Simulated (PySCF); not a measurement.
FeHO, SMILES [OH][Fe] (connectivity only; charge and spin as stated), neutral, multiplicity 6. Atoms are numbered in the order given.

```xyz
3

Fe     0.0000     0.0000     0.4843
O      0.0000     0.0000    -1.2930
H      0.0000     0.0000    -2.2479
```
Charge 0, spin multiplicity 6.

The structure is a stationary point at B3LYP-D3(BJ)/def2-TZVP. A frequency run showed that this geometry is not a minimum. The spin state was assumed, not searched.

Computed with ωB97X/def2-TZVPD in PySCF.

Mulliken values depend strongly on the basis, most of all with diffuse functions as here. Atomic charges (e):

| atom | Mulliken | meta-Löwdin | Mulliken spin |
|---|---|---|---|
| Fe1 | 0.48 | 0.73 | 4.92 |
| O2 | -0.69 | -1.07 | 0.03 |
| H3 | 0.22 | 0.34 | 0.04 |
